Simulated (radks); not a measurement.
Results of a calculation; reference values are marked as such.
Successive ionisation energies (eV) of one element, from differences of total energies of ions in their ground configurations, starting at charge 0: 10.903, 20.057, 29.964, 50.750, 64.963, 222.62, 264.67, 307.36, 376.00, 426.91, 478.05, 556.45, 611.29, 2818.7, 3070.6. Level of theory: scalar-relativistic Kohn-Sham, r2SCAN, spin-polarised, spherical densities, finite nucleus; open shells are filled with parallel spins first; meta-GGA in the generalised Kohn-Sham scheme; Fermi nuclear charge, rms radius 3.1889 fm (a radial shooting solver on a logarithmic mesh with Libxc functionals). Which element is it?

Answer. Phosphorus (Z = 15). The first species listed is P in [Ne] 3s2 3p3, the last P14+ in 1s1.
